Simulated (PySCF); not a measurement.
# Radial density of La²⁺ (lanthanum, charge +2)

UHF, [Xe] 5d1, 2D determinant. All numbers are calculated (PySCF 2.14, a scalar-relativistic core potential, in def2-QZVPPD with the def2 core potential (46 electrons) (7s5p4d3f2g, 81 functions)). This is the valence pseudo-density: the core potential removes the inner electrons and smooths the orbitals near the nucleus.

```tsv
r (bohr)	4πr²ρ (e/bohr)	4πr²(ρα − ρβ)
0.0527	1.616e-05	0.0000
0.0887	4.146e-05	0.0000
0.149	0.0001079	0.0000
0.251	0.0005117	0.0000
0.422	0.007723	0.0000
0.710	0.2987	0.0010
1.19	4.725	0.0726
2.01	4.792	0.4647
3.38	0.5033	0.2465
5.68	0.01323	0.0127
9.56	1.465e-05	0.0000
```

Energies and moments cover only the electrons outside the core potential. Spin-orbit coupling, absent here, splits the open shell strongly.
